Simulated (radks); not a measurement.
Ionisation ladder of iron, from Fe I to Fe III. Each ion is in the ground configuration listed by NIST, and IE = E(next ion) - E(this ion). All-electron calculation, scalar-relativistic Kohn-Sham, BLYP, spin-polarised, spherical densities, point nucleus; open shells are filled with parallel spins first. Program: a radial shooting solver on a logarithmic mesh with Libxc functionals.

| species | configuration | E (hartree) | IE, Delta-SCF (eV) | -e(HOMO) (eV) | HOMO | IE, NIST (eV) | kind | error (eV) |
|---|---|---|---|---|---|---|---|---|
| Fe I | [Ar] 3d6 4s2 | -1272.90483 | 8.053 | 4.845 | 4s down | 7.902 | exp. | +0.151 |
| Fe II | [Ar] 3d6 4s1 | -1272.60888 | 16.828 | 12.938 | 4s up | 16.199 | exp. | +0.628 |
| Fe III | [Ar] 3d6 | -1271.99048 | 31.312 | 23.349 | 3d down | 30.65 | exp. | +0.661 |

Reference values: NIST Atomic Spectra Database (measured). The ionisation energy per charge of the ion left behind rises most, in proportion, at Fe III ([Ar] 3d6), from 8.414 to 10.437 eV. Against the entries that are not theoretical the mean signed error is +2.6 % and the largest +3.9 %. Open shells are spherical and high-spin; term and fine-structure splittings are not resolved.
